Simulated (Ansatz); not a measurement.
C2H10BNSi can be A, `CCBN[SiH3]`, or B, `CBN(C)[SiH3]`.

Calculated with Ansatz (gas phase, PBE0-D4/def2-TZVP geometries, no zero-point term in ΔE). CCSD(T)/CBS is the MP2 limit (def2-TZVPP, def2-QZVPP) plus CCSD(T) − MP2 in def2-TZVPP, frozen cores. Functionals use def2-TZVPP. Each species was taken in one conformer, which may not be the lowest.

A:

Z-matrix (Å, degrees):
```
C
C 1 1.529
H 1 1.093 2 111.4
H 1 1.093 2 111.9 3 120.2
H 1 1.093 2 111.0 3 -119.4
B 2 1.571 1 113.5 3 63.5
H 2 1.097 1 110.2 3 -62.7
H 2 1.100 1 108.6 3 -177.9
N 6 1.406 2 122.7 1 -132.9
H 6 1.204 2 120.1 1 47.5
Si 9 1.740 6 127.0 2 -179.0
H 9 1.012 6 116.2 2 0.9
H 11 1.488 9 110.7 6 119.5
H 11 1.480 9 107.9 6 -1.0
H 11 1.488 9 110.5 6 -121.5
```

B:

Z-matrix (Å, degrees):
```
C
B 1 1.568
H 1 1.096 2 109.1
H 1 1.096 2 109.3 3 -114.4
H 1 1.091 2 117.1 3 122.6
N 2 1.407 1 126.1 3 -121.1
H 2 1.203 1 118.2 3 58.7
Si 6 1.747 2 121.3 1 179.7
C 6 1.457 2 124.2 1 -0.0
H 8 1.479 6 109.9 2 0.5
H 8 1.489 6 109.4 2 121.9
H 8 1.489 6 109.5 2 -120.9
H 9 1.095 6 111.1 2 118.4
H 9 1.088 6 110.9 2 -1.8
H 9 1.095 6 111.0 2 -121.9
```

Which is lower in electronic energy at CCSD(T)/CBS, and by how much? (Best estimate.)

Ansatz gave: A, by 6.6 kcal/mol.

Give E(B) − E(A) in kcal/mol with CCSD/def2-TZVPP, ωB97M-V, r2SCAN-D4, MP2/def2-TZVPP, CCSD(T)/def2-TZVPP, PBE-D4, B2PLYP. (Best estimate.)

The calculation gave: CCSD/def2-TZVPP 6.9, ωB97M-V 6.6, r2SCAN-D4 6.4, MP2/def2-TZVPP 6.5, CCSD(T)/def2-TZVPP 6.4, PBE-D4 5.7, B2PLYP 6.8. None reverses the order clearly.

Largest T1 diagnostic: 0.012.

In def2-TZVPP, CCSD(T) changes the Hartree–Fock value by −2.4 kcal/mol (the triples alone add −0.5 kcal/mol) and MP2 by −2.4 kcal/mol. The D4 term adds −1.2 kcal/mol with B3LYP and −0.7 kcal/mol with PBE0; it sums over pairs of atoms, weighted by their polarisabilities, and B3LYP, whose exchange is more repulsive, gets the larger term.

B3LYP here is the variant with VWN-RPA as its local correlation; programs differ in this.
